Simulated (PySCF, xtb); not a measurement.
C3H8OSi2, SMILES [SiH3][C@H]1OC=C[SiH2]1.

GFN2-xTB run with xtb at its own geometry gives an orbital gap of 3.99 eV and a dipole moment of 0.63 D.

Geometry: B3LYP-D3(BJ)/def2-SVP. The structure was generated by enumeration; whether it is a known compound was not checked. The values are those of a single conformer.

### Question
What does PySCF with HF/def2-TZVP give? (Estimate from the structure and the level; the computed values follow.)

### Answer
gap 12.42 eV (levels -9.36 and 3.05 eV), dipole 0.58 D.
